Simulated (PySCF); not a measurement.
## SMILES [SiH3]c1ccc(C=S)cc1, C₇H₈SSi

Cartesian coordinates in Å; atom numbers follow the order of the lines, from 1:
```xyz
17

Si    3.207   -0.309   -0.135
C     1.327   -0.221   -0.099
C     0.657    0.323    1.008
C    -0.730    0.396    1.038
C    -1.494   -0.075   -0.043
C    -2.949    0.017    0.021
S    -4.018   -0.461   -1.105
C    -0.829   -0.621   -1.153
C     0.557   -0.691   -1.178
H     3.640   -0.992   -1.390
H     3.796    1.064   -0.088
H     3.713   -1.069    1.048
H     1.226    0.697    1.865
H    -1.239    0.822    1.908
H    -3.322    0.468    0.956
H    -1.433   -0.985   -1.988
H     1.052   -1.121   -2.053
```

Computed, not measured: PySCF, quadratic response CAM-B3LYP/aug-cc-pVDZ first hyperpolarisability, Taylor convention, gas phase. Geometry: PBE0-D3(BJ)/def2-SVP.

Q: What is the first hyperpolarisability, and how does it disperse?

A: In 10⁻³⁰ esu, Taylor convention; the vector part is βᵢ = ⅓ Σⱼ (βᵢⱼⱼ + βⱼᵢⱼ + βⱼⱼᵢ); β∥ is 3/5 of the vector part along the dipole, the dipole points from − to +:
| process | λ (nm) | β vector norm | β∥ | β HRS | depolarisation ratio |
| --- | --- | --- | --- | --- | --- |
| static β(0;0,0) | ∞ | 9.64 | 5.35 | 4.04 | 4.80 |
| second harmonic β(−2ω;ω,ω) | 1907 | 11.25 | 6.25 | 4.70 | 4.85 |
| Pockels β(−ω;ω,0) | 1907 | 10.13 | 5.63 | – | – |
| Pockels β(−ω;ω,0) | 1064 | 11.37 | 6.32 | – | – |

Second harmonics within 0.3 eV of the first excitation or beyond it are left out.

Q: Which lowest excitations, dipole and polarisabilities go with it?

A: S1 2.19 eV (f = 0.000); S2 4.17 eV (f = 0.504); S3 4.45 eV (f = 0.067); dipole 2.70 D; isotropic α 144.1 au static, 145.1 au at 1907 nm, 147.5 au at 1064 nm, 148.4 au at 953.5 nm.
